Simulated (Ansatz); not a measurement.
A calculation with Ansatz (development build ahead of 0.2.0).

```yaml
crystal:
  periodic: [false, false, false]
  atoms:
    - { symbol: C, position_ang: [0.0, 0.705, 0.0] }
    - { symbol: C, position_ang: [-1.41, 0.705, 0.0] }
    - { symbol: C, position_ang: [-1.41, -0.705, 0.0] }
    - { symbol: C, position_ang: [0.0, -0.705, 0.0] }
    - { symbol: C, position_ang: [0.99702, 1.70202, 0.0] }
    - { symbol: C, position_ang: [2.40702, 1.70202, 0.0] }
    - { symbol: C, position_ang: [3.40404, 0.705, 0.0] }
    - { symbol: C, position_ang: [3.40404, -0.705, 0.0] }
    - { symbol: C, position_ang: [2.40702, -1.70202, 0.0] }
    - { symbol: C, position_ang: [0.99702, -1.70202, 0.0] }
    - { symbol: H, position_ang: [-2.17721, 1.47221, 0.0] }
    - { symbol: H, position_ang: [-2.17721, -1.47221, 0.0] }
    - { symbol: H, position_ang: [0.58181, 2.70443, 0.0] }
    - { symbol: H, position_ang: [2.82223, 2.70443, 0.0] }
    - { symbol: H, position_ang: [4.40645, 1.12021, 0.0] }
    - { symbol: H, position_ang: [4.40645, -1.12021, 0.0] }
    - { symbol: H, position_ang: [2.82223, -2.70443, 0.0] }
    - { symbol: H, position_ang: [0.58181, -2.70443, 0.0] }
basis:
  gaussian: { orbitals: def2-TZVP }
magnetization:
  initial_magnetization: 2
hamiltonian:
  xc: { name: wB97X }
```

The input is written out in the form of the current development build from the run's settings.

Output:

```
Converged                       : yes
Total energy                    : -385.70055 hartree
Spin squared of the determinant : 2.000
Stability test                  : minimum among restricted orbitals
```

Caution: no unrestricted run beside it, a lower state can exist; another spin multiplicity may lie lower.
